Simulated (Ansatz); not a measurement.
Stepwise reaction of `[SH][In]([SH])[Cl]` with water, as a gas-phase model of exchange steps in deposition or etching. ΔE in kJ/mol.

Isolated molecules relaxed with PBE0-D4/def2-TZVP in Ansatz; ΔE leaves out vibrations. CCSD(T)/CBS adds triple-zeta CCSD(T) − MP2 to the extrapolated MP2 energy (def2 sets, frozen cores). This one scheme is used for every species. DFT in def2-TZVPP. B3LYP here is the variant with VWN-RPA as its local correlation; programs differ in this. Elements past krypton have def2 core potentials. For In outer-core shells are correlated without core-valence functions, which leaves a few kJ/mol of doubt a bond. One conformer a species, not always the lowest.

```json
{"step": "2", "reaction": "`[OH][In]([SH])[Cl]` + H₂O → `[OH][In]([OH])[Cl]` + H₂S", "PBE-D4": "70.4", "B3LYP-D4": "69.1", "ωB97M-V": "69.4", "CCSD(T)/CBS": "70.0"}
```

Question: Give the row of step 1, `[SH][In]([SH])[Cl]` + H₂O → `[OH][In]([SH])[Cl]` + H₂S. (Best estimate.)

Answer: Ansatz gave: 
```
step                                                 reaction  PBE-D4  B3LYP-D4  ωB97M-V  CCSD(T)/CBS
   1  `[SH][In]([SH])[Cl]` + H₂O → `[OH][In]([SH])[Cl]` + H₂S    64.0      63.1     63.3         64.5
```

Question: By hand: ΔE of the 2 steps together at CCSD(T)/CBS.

Answer: (64.5) + (70.0) = 134.5 kJ/mol, or 67.2 kJ/mol a step.

In ΔE each step is higher than the one before. All are uphill at CCSD(T)/CBS. PBE-D4 differs from CCSD(T)/CBS by -0.5 to 0.4 kJ/mol a step. Isolated molecules leave out the surface, adducts and barriers. Largest T1 diagnostic: 0.016.
